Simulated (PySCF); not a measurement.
AlGeH₅O₂S, SMILES [OH][Al]([S][GeH3])[OH]. Geometry optimised at B3LYP-D3(BJ)/def2-SVP. The structure was generated by enumeration; whether it is a known compound was not checked. The values are those of a single conformer.

Task: Give the equilibrium geometry at B3LYP-D3(BJ)/def2-SVP (PySCF confirms it by a frequency run) as Cartesian coordinates in Å, and its point group. (The exact figures need the calculation; the answer reports its results.)

Result: One answer among several that fit: point group Cs.
```xyz
10

Ge    -0.1685    -1.7321     0.0000
S      1.3078    -0.0169     0.0000
Al    -0.1152     1.6267     0.0000
O      0.3304     3.2651     0.0000
O     -1.7539     1.1786     0.0000
H     -1.0392    -1.6954    -1.2674
H     -1.0392    -1.6954     1.2674
H      0.7181    -2.9929     0.0000
H      1.2253     3.6148     0.0000
H     -2.5103     1.7710     0.0000
```
